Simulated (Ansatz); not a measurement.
Calculated with Ansatz (gas phase, PBE0-D4/def2-TZVP geometries, no zero-point term in ΔE). CCSD(T)/CBS is the MP2 limit (def2-TZVPP, def2-QZVPP) plus CCSD(T) − MP2 in def2-TZVPP, frozen cores. One conformer a species, not always the lowest.

Consider the redistribution: `BB1CN1` + `CBCCF` → `FB1CN1` + `BCCBC`.

```tsv
species	MP2/def2-QZVPP energy (Eh)
`BB1CN1`	-145.20087
`CBCCF`	-243.42402
`FB1CN1`	-219.08413
`BCCBC`	-169.61394
```

**Question.** Work out ΔE.

**Answer.** ΔE = (-219.08413) + (-169.61394) − (-145.20087) − (-243.42402) = -0.07318 Eh = -1.99 eV. CCSD(T)/CBS gives -1.87 eV.

Largest T1 diagnostic among the species: 0.015.

From PBE to PBE0 (25 % exact exchange), in def2-TZVPP and without D4, ΔE moves by −0.07 eV. In def2-TZVPP, CCSD(T) changes the Hartree–Fock value by −0.05 eV (the triples alone add −0.00 eV) and MP2 by −0.17 eV.
